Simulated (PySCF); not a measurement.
**Diatomic cations of B with group 15**

PBE0 with double-zeta basis sets in PySCF, for the lowest determinant that a PBE0 search found; no spin–orbit coupling. De refers to high-spin ground-configuration atoms (the charge goes to the atom of lower measured ionisation energy or higher electron affinity, which is not always the lowest computed limit). A positive dipole points towards B; it is taken about the centre of mass and depends on that origin.

```
 M                       basis  charged atom  state (unpaired electrons)  Re (Å)  ωe (cm⁻¹)  De (eV)  μ (D)
 N                 aug-pcseg-1            B+         quartet (σ ↑, π ↑↑)   1.437       1167     2.16   2.83
 P               jorge-DZP-DKH            B+         quartet (σ ↑, π ↑↑)   1.863        763     2.87   1.73
As               jorge-DZP-DKH            B+         quartet (σ ↑, π ↑↑)   1.959        630     2.83   2.68
Sb          cc-pVDZ/cc-pVDZ-PP            B+         quartet (σ ↑, π ↑↑)   2.188        530     2.94   2.12
Bi  aug-cc-pVDZ-PP/aug-cc-pVDZ           Bi+         quartet (σ ↑, π ↑↑)   2.284        477      n/a   2.06
```

(1) By what factor does the bond length vary along the series?

The rows differ in basis set, which adds steps of its own.

Down a group the atoms grow and get heavier, so bonds lengthen and wavenumbers fall; this series shows no clear exception.

These are scalar-relativistic numbers at best; spin–orbit coupling would shift them, the dissociation energy most. For an ion De counts to the pair picked by the measured ionisation energies or electron affinities, which need not be the lowest pair at this level. States were picked by a PBE0 search and need not be the measured ground states.

Results:

(1) At PBE0 it runs from 1.437 Å (BN⁺) to 2.188 Å (BSb⁺), a factor of 1.52.
